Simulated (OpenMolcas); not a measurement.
**Hf: effect of the active space**

```json
{
  "Program": "OpenMolcas 26.06",
  "Method": "XMS-CASPT2, IPEA 0.25 Eh, imaginary shift 0.1 Eh",
  "Basis": "ANO-RCC-VTZP",
  "Scalar Hamiltonian": "DKH2, point nucleus",
  "Spin-orbit coupling": "state interaction with AMFI integrals over the reference wave functions, term energies averaged over their components"
}
```

A. 2 electrons in 5 orbitals (5d); 2S+1 = 3 even, 10 roots; 2S+1 = 1 even, 15 roots; closed shells correlated: 5s 5p 6s; CASPT2 step roughly 4 core-seconds
B. 4 electrons in 6 orbitals (5d 6s); 2S+1 = 3 even, 55 roots; 2S+1 = 5 even, 10 roots kept (CI in the orbitals of an earlier block); 2S+1 = 1 even, 50 roots kept (CI in the orbitals of an earlier block); closed shells correlated: 5s 5p; CASPT2 step roughly 40 core-seconds

Energies in cm⁻¹ above 5d² 6s² ³F₂, the measured ground level; measured values from NIST Handbook of Basic Atomic Spectroscopic Data.

| Level | A | B | Measured |
| --- | --- | --- | --- |
| 5d² 6s² ³F₂ | 0.0 | 0.0 | 0.0 |
| 5d² 6s² ³F₃ | 2780 | 2330 | 2357 |
| 5d² 6s² ³F₄ | 5270 | 4490 | 4568 |
| 5d² 6s² ¹D₂ [56 %] | 6550 | 5420 | 5639 |
| 5d² 6s² ³P₀ | 6950 | 5340 | 5522 |
| 5d² 6s² ³P₁ | 8520 | 6410 | 6573 |
| 5d² 6s² ³P₂ [62 %] | 11010 | 8850 | 8984 |
| 5d² 6s² ¹G₄ | 11950 | 11610 | 10533 |
| 5d² 6s² ¹S₀ | 20860 | 21630 | 20328 |

Deviations, from unrounded energies. A percentage is the sum of absolute deviations over the sum of measured energies, with the sign that they share, or ± where signs differ.

```csv
Against measurement,Levels,A,B
mean absolute deviation (cm-1),8,1200,400
fine structure of the ground term (%),2,+16.2,-1.5
other terms of the ground configuration (%),6,+14.3,±5.4
```

B lies closest to measurement on these levels. The largest miss of B in the table is 5d² 6s² ¹S₀, by +1300 cm-1. The ranking rests on the paired levels alone, and a cruder setting can come out closer through cancelling errors.

Between A and B the level of the table that moves most is 5d² 6s² ³P₂ [62 %], by 2200 cm-1 (lowest in B, highest in A). Moves below CASPT2's spread within the term are not significant.

CASPT2 breaks the degeneracy within a term, and the mean is taken; among the terms shown or strongly mixed into the levels shown the widest spread is 1700 cm-1 (5d² 6s² ¹G, A). Over all roots computed the reference weight is 0.84 to 0.93 in B; the roots of lowest weight are the least certain, and an intruder state may touch them. Some levels mix across a computed gap that differs much from the measured one, so their mixing is not that of the real levels (holds for A). With the s shell closed, the reference lacks s² → p², s² → d² and s → d mixing, so excited terms can stand far too high and out of order, with CASPT2 too (holds for A). Some terms miss by over 15 % even with CASPT2, which points to a basis or an active space too small for the shells correlated (holds for A). Terms from blocks run as CI alone lack orbitals of their own (holds for B). Computed and measured levels are paired by configuration, term and J; levels that our copy of the source lacks, or whose pairing is in doubt (as where it misses far off the trend of its configuration), stay unpaired and out of the deviations. Only configurations of the active space appear. The table leaves out levels that lie high or whose names do not pair safely across all columns.

A share in square brackets marks a mixed level and gives the weight of the term that names it, the lowest over the columns.
